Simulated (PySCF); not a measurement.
C6H17Si2Te, charge +2, doublet, at a GFN2-xTB geometry of the parent state (a state made from the parent by changing its charge; the spin is typed, not shown lowest) (all electrons, no relativity); PySCF with CAMB3LYP/STO-3G.

Here is a job for PySCF.
```python
from pyscf import gto, scf, dft

mol = gto.Mole()
mol.atom = '''
    C    -1.23253040   -1.43281137    0.24172316
    Si   -2.27798321   -0.07651055   -0.50124435
    C    -3.71451131    0.59274112    0.52516483
    C    -2.14443084    0.34404607   -2.33953846
    Te   -0.05801472    0.30814672    0.93983490
    Si    2.10207487   -0.21211572   -0.48647625
    C     3.21014129    1.28286990   -0.10701532
    C     2.72570880   -1.86185139    0.23039249
    C     1.61029690   -0.33652958   -2.32602879
    H    -1.63364569   -1.99652459    1.07085050
    H    -0.66858775   -2.07000288   -0.42224618
    H    -4.63997485    0.08408347    0.26788127
    H    -3.86642618    1.65512570    0.34811625
    H    -3.54192640    0.45088036    1.58969061
    H    -3.05435072    0.04554822   -2.85252663
    H    -1.31360105   -0.16577687   -2.81797022
    H    -2.02126242    1.41329310   -2.49285104
    H     3.36988720    1.39775160    0.96170581
    H     4.18407789    1.16570086   -0.57194258
    H     2.78027050    2.20906536   -0.47890609
    H     2.92868260   -1.77531802    1.29500707
    H     3.64698099   -2.17065824   -0.25479088
    H     2.00408390   -2.66392371    0.09721764
    H     0.93863989   -1.16892432   -2.51696057
    H     1.14113824    0.57578754   -2.68377422
    H     2.49744949   -0.49975736   -2.93001411
'''
mol.basis = 'sto-3g'
mol.charge = 2
mol.spin = 1
mol.verbose = 4
mol.build()

mf = dft.ROKS(mol)
mf.xc = 'camb3lyp'
mf.kernel()
```

Problem. Predict the main parts of the log of this PySCF run.

Solution. 
```
PySCF version 2.14.0

[INPUT] verbose = 4
[INPUT] num. atoms = 26
[INPUT] num. electrons = 131
[INPUT] charge = 2
[INPUT] spin (= nelec alpha-beta = 2S) = 1
[INPUT] symmetry False subgroup None
[INPUT] Mole.unit = angstrom
[INPUT] Symbol           X                Y                Z      unit          X                Y                Z       unit  Magmom
[INPUT]  1 C     -1.232530400000  -1.432811370000   0.241723160000 AA   -2.329144896201  -2.707621077463   0.456790570364 Bohr   0.0
[INPUT]  2 Si    -2.277983210000  -0.076510550000  -0.501244350000 AA   -4.304764383258  -0.144583985140  -0.947214542986 Bohr   0.0
[INPUT]  3 C     -3.714511310000   0.592741120000   0.525164830000 AA   -7.019409062499   1.120118379568   0.992417698954 Bohr   0.0
[INPUT]  4 C     -2.144430840000   0.344046070000  -2.339538460000 AA   -4.052386980671   0.650152846533  -4.421086947287 Bohr   0.0
[INPUT]  5 Te    -0.058014720000   0.308146720000   0.939834900000 AA   -0.109631931993   0.582312906983   1.776030563308 Bohr   0.0
[INPUT]  6 Si     2.102074870000  -0.212115720000  -0.486476250000 AA    3.972345797631  -0.400840617515  -0.919306878605 Bohr   0.0
[INPUT]  7 C      3.210141290000   1.282869900000  -0.107015320000 AA    6.066287859258   2.424272764448  -0.202229645933 Bohr   0.0
[INPUT]  8 C      2.725708800000  -1.861851390000   0.230392490000 AA    5.150843127317  -3.518389211741   0.435378707257 Bohr   0.0
[INPUT]  9 C      1.610296900000  -0.336529580000  -2.326028790000 AA    3.043020120236  -0.635948739015  -4.395557370953 Bohr   0.0
[INPUT] 10 H     -1.633645690000  -1.996524590000   1.070850500000 AA   -3.087142938676  -3.772884676060   2.023614165354 Bohr   0.0
[INPUT] 11 H     -0.668587750000  -2.070002880000  -0.422246180000 AA   -1.263447737739  -3.911738520261  -0.797929637344 Bohr   0.0
[INPUT] 12 H     -4.639974850000   0.084083470000   0.267881270000 AA   -8.768281691370   0.158894729903   0.506222234201 Bohr   0.0
[INPUT] 13 H     -3.866426180000   1.655125700000   0.348116250000 AA   -7.306486561048   3.127734274729   0.657844372011 Bohr   0.0
[INPUT] 14 H     -3.541926400000   0.450880360000   1.589690610000 AA   -6.693270849367   0.852040395345   3.004079875693 Bohr   0.0
[INPUT] 15 H     -3.054350720000   0.045548220000  -2.852526630000 AA   -5.771886349168   0.086073661261  -5.390494093729 Bohr   0.0
[INPUT] 16 H     -1.313601050000  -0.165776870000  -2.817970220000 AA   -2.482346221441  -0.313272882088  -5.325191942980 Bohr   0.0
[INPUT] 17 H     -2.021262420000   1.413293100000  -2.492851040000 AA   -3.819632399676   2.670736892738  -4.710805734937 Bohr   0.0
[INPUT] 18 H      3.369887200000   1.397751600000   0.961705810000 AA    6.368163878677   2.641367714173   1.817360593303 Bohr   0.0
[INPUT] 19 H      4.184077890000   1.165700860000  -0.571942580000 AA    7.906761295948   2.202855368570  -1.080814835177 Bohr   0.0
[INPUT] 20 H      2.780270500000   2.209065360000  -0.478906090000 AA    5.253949797208   4.174528521664  -0.905001349486 Bohr   0.0
[INPUT] 21 H      2.928682600000  -1.775318020000   1.295007070000 AA    5.534408019779  -3.354864841805   2.447208691675 Bohr   0.0
[INPUT] 22 H      3.646980990000  -2.170658240000  -0.254790880000 AA    6.891795252595  -4.101949583630  -0.481484982237 Bohr   0.0
[INPUT] 23 H      2.004083900000  -2.663923710000   0.097217640000 AA    3.787169701650  -5.034086228635   0.183714714077 Bohr   0.0
[INPUT] 24 H      0.938639890000  -1.168924320000  -2.516960570000 AA    1.773772321692  -2.208946825143  -4.756366143629 Bohr   0.0
[INPUT] 25 H      1.141138240000   0.575787540000  -2.683774220000 AA    2.156438743868   1.088080756537  -5.071598255968 Bohr   0.0
[INPUT] 26 H      2.497449490000  -0.499757360000  -2.930014110000 AA    4.719495546035  -0.944404539136  -5.536924209011 Bohr   0.0

nuclear repulsion = 1200.87273054345
number of shells = 56
number of NR pGTOs = 276
number of NR cGTOs = 92
basis = sto-3g
ecp = {}

******** <class 'pyscf.dft.roks.ROKS'> ********
method = ROKS
initial guess = minao
damping factor = 0
level_shift factor = 0
DIIS = <class 'pyscf.scf.diis.CDIIS'>
diis_start_cycle = 1
diis_space = 8
diis_damp = 0
SCF conv_tol = 1e-09
SCF conv_tol_grad = None
SCF max_cycles = 50
direct_scf = True
direct_scf_tol = 1e-13
num. doubly occ = 65  num. singly occ = 1
XC library pyscf.dft.libxc version 7.1.2
    S. Lehtola, C. Steigemann, M. J. T. Oliveira, and M. A. L. Marques,  SoftwareX 7, 1–5 (2018)
XC functionals = camb3lyp
    T. Yanai, D. P. Tew, and N. C. Handy,  Chem. Phys. Lett. 393, 51 (2004)
radial grids:
    Treutler-Ahlrichs [JCP 102, 346 (1995); DOI:10.1063/1.469408] (M4) radial grids

becke partition: Becke, JCP 88, 2547 (1988); DOI:10.1063/1.454033
pruning grids: <function nwchem_prune>
grids dens level: 3
symmetrized grids: False
atomic radii adjust function: <function treutler_atomic_radii_adjust>
small_rho_cutoff = 0
Set gradient conv threshold to 3.16228e-05
tot grids = 311768
init E= -7338.01057511727
  HOMO = -0.486120642998329  LUMO = -0.265605870025021  gap/eV = 6.00051
cycle= 1 E= -7356.82466702291  delta_E= -18.8  |g|= 0.544  |ddm|= 4.16
  HOMO = -0.424488041922617  LUMO = -0.231862386085424  gap/eV = 5.24161
cycle= 2 E= -7356.82486107824  delta_E= -0.000194  |g|= 0.685  |ddm|= 2.21
  HOMO = -0.551129198555147  LUMO = -0.241126128216963  gap/eV = 8.43561
cycle= 3 E= -7357.0934964499  delta_E= -0.269  |g|= 0.138  |ddm|= 1.03
  HOMO = -0.564247239384538  LUMO = -0.271460807124695  gap/eV = 7.96712
cycle= 4 E= -7357.10424803988  delta_E= -0.0108  |g|= 0.0654  |ddm|= 0.23
  HOMO = -0.561231879725003  LUMO = -0.268810546988248  gap/eV = 7.95719
cycle= 5 E= -7357.10661733257  delta_E= -0.00237  |g|= 0.0189  |ddm|= 0.124
  HOMO = -0.560205504630318  LUMO = -0.268268965947518  gap/eV = 7.94400
cycle= 6 E= -7357.10683913881  delta_E= -0.000222  |g|= 0.00429  |ddm|= 0.0406
  HOMO = -0.560659870441081  LUMO = -0.268181518337571  gap/eV = 7.95874
cycle= 7 E= -7357.10685182228  delta_E= -1.27e-05  |g|= 0.00103  |ddm|= 0.0109
  HOMO = -0.560760173686771  LUMO = -0.268375562830927  gap/eV = 7.95619
cycle= 8 E= -7357.10685352709  delta_E= -1.7e-06  |g|= 0.000346  |ddm|= 0.00451
  HOMO = -0.560665706996148  LUMO = -0.268352768591837  gap/eV = 7.95424
cycle= 9 E= -7357.10685406219  delta_E= -5.35e-07  |g|= 0.000171  |ddm|= 0.00313
  HOMO = -0.560625585892709  LUMO = -0.26837131644465  gap/eV = 7.95264
cycle= 10 E= -7357.10685422013  delta_E= -1.58e-07  |g|= 7.29e-05  |ddm|= 0.00191
  HOMO = -0.560641132193723  LUMO = -0.268400246344683  gap/eV = 7.95228
cycle= 11 E= -7357.10685426402  delta_E= -4.39e-08  |g|= 3.37e-05  |ddm|= 0.00125
  HOMO = -0.560635030542258  LUMO = -0.26840402077926  gap/eV = 7.95201
cycle= 12 E= -7357.10685426997  delta_E= -5.95e-09  |g|= 1.36e-05  |ddm|= 0.000452
  HOMO = -0.560632098294549  LUMO = -0.268407892510426  gap/eV = 7.95183
cycle= 13 E= -7357.10685427079  delta_E= -8.28e-10  |g|= 4.15e-06  |ddm|= 0.000192
  HOMO = -0.560632550951093  LUMO = -0.268407381840911  gap/eV = 7.95185
Extra cycle  E= -7357.10685427095  delta_E= -1.58e-10  |g|= 3.11e-06  |ddm|= 3.36e-05
converged SCF energy = -7357.10685427095
```
